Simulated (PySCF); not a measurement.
How methods differ on the interval between two levels of Cr+

Cr+ [Ar] 3d5 [6S5/2, M_J = 5/2] → Cr+ [Ar] 3d4 4p1 [6F11/2, M_J = 11/2], as a difference of total energies. Computed with PySCF 2.14 in x2c-SVPall-2c with one added diffuse shell each of s, d type (6s5p4d1f, 48 functions), with the two-component X2C-1e Hamiltonian. Correlated levels: [Ne] frozen; the 6 highest virtual spinors dropped. "Screened" scales the spin-orbit matrix elements by Boettger's factors to mimic the two-electron term; Breit and QED terms are absent.

Question: Order these methods by the interval between two levels they give, lowest first.
A. GHF (spin-free)
B. GMP2 (screened spin-orbit)
C. GHF (screened spin-orbit)
D. GMP2 (spin-free)

Answer: A (42782 cm⁻¹), C (43237 cm⁻¹), D (47270 cm⁻¹), B (47729 cm⁻¹).

Errors of the correlated levels include the incompleteness of this basis and the frozen core.

The labels give the starting determinants; with spin-orbit coupling the two ends relaxed to ⟨J²⟩ = 8.75, ⟨L²⟩ = 0.00, ⟨S²⟩ = 8.75 and ⟨J²⟩ = 35.76, ⟨L²⟩ = 12.01, ⟨S²⟩ = 8.75.

For comparison: 47752 cm⁻¹ (measured; NIST Handbook of Basic Atomic Spectroscopic Data (Sansonetti and Martin, J. Phys. Chem. Ref. Data 34, 1559 (2005))).
